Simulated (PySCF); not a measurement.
C2H9FSi2, SMILES C[C@H]([SiH3])[SiH2]F. Coordinates come from a PBE-D3(BJ)/def2-SVP optimisation. The structure was generated by enumeration; whether it is a known compound was not checked. The values are those of a single conformer.

### Question
Give the equilibrium geometry at PBE-D3(BJ)/def2-SVP (PySCF confirms it by a frequency run) as a Z-matrix. (The exact figures need the calculation; the answer reports its results.)

### Answer
This is not unique; one that fits is 
```
C
H 1 1.1151
C 1 1.5450 2 110.11
H 3 1.1092 1 111.32 2 -61.37
H 3 1.1098 4 107.63 1 -122.92
H 3 1.1105 4 107.21 5 -115.07
Si 1 1.8800 2 105.58 3 -120.82
F 7 1.6469 1 108.69 2 65.95
H 7 1.5018 8 107.86 4 144.53
H 7 1.5030 9 110.88 8 -117.10
Si 1 1.9033 2 105.32 3 120.87
H 11 1.5055 1 110.97 2 58.42
H 11 1.5058 12 108.97 1 120.79
H 11 1.5060 12 108.65 13 117.94
```
Charge 0, spin multiplicity 1.
